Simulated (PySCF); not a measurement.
# A series of derivatives of C=NC(=C)O[SiH3]

Parent skeleton `[CH2:1]=[N:2][C:3](=[CH2:4])[O:5][SiH3:6]`; one hydrogen on atom 6 is replaced by X. Hydrogens on one atom are averaged.

- PBE0/pcSseg-1 with gauge-including orbitals
- structure optimised with GFN2-xTB
- run in PySCF 2.14
- a single conformation, averaged over atoms made equivalent by symmetry, fast rotation or ring inversion, no solvent, relativity neglected

Referencing at the same level of theory: TMS for 13C and 29Si and 1H; 15N vs NH3; 17O vs H2O.

(1) Give δ (ppm) for X = CH3, cBu, OCH3, CHO, iPr, CN, COCH3, NHSiH3, NHCH3.

(2) Which position responds most, and to which substituents?

Answers

(1) 
```tsv
X	SMILES	C1	N2	C3	C4	O5	Si6	H(C1)	H(C4)	H(Si6)
CH3	C=NC(=C)O[SiH2]C	152.5	386.7	164.1	101.6	96.6	-23.2	7.50	4.85	5.15
cBu	C=NC(=C)O[SiH2]C1CCC1	153.2	386.7	164.2	103.6	106.6	-5.8	7.51	4.62	5.11
OCH3	C=NC(=C)O[SiH2]OC	153.7	396.1	169.7	79.3	143.7	-36.8	7.43	3.90	4.91
CHO	C=NC(=C)O[SiH2]C=O	154.2	395.9	164.2	81.0	116.9	-34.8	7.47	4.26	4.80
iPr	C=NC(=C)O[SiH2]C(C)C	154.3	392.5	169.5	79.5	117.4	-17.3	7.50	3.99	4.75
CN	C=NC(=C)O[SiH2]C#N	153.3	383.2	162.5	106.0	90.6	-62.3	7.54	5.17	5.06
COCH3	C=NC(=C)O[SiH2]C(C)=O	157.4	392.0	168.4	81.1	115.6	-55.6	7.35	4.11	4.91
NHSiH3	C=NC(=C)O[SiH2]N[SiH3]	154.8	392.5	169.5	79.7	122.3	-29.0	7.47	3.93	5.25
NHCH3	C=NC(=C)O[SiH2]NC	152.6	398.4	170.3	80.9	125.2	-34.1	7.38	3.90	5.15
```

(2) Si6: from -62.3 ppm with CN to -5.8 ppm with cBu.

Experimental scales use liquid or dissolved standards, which lie at an offset from isolated NH3 (liquid NH3: subtract about 20 ppm) and H2O (liquid H2O: subtract about 36 ppm). Unscaled 15N shifts of sp2 nitrogen come out 20 to 40 ppm too high even then.
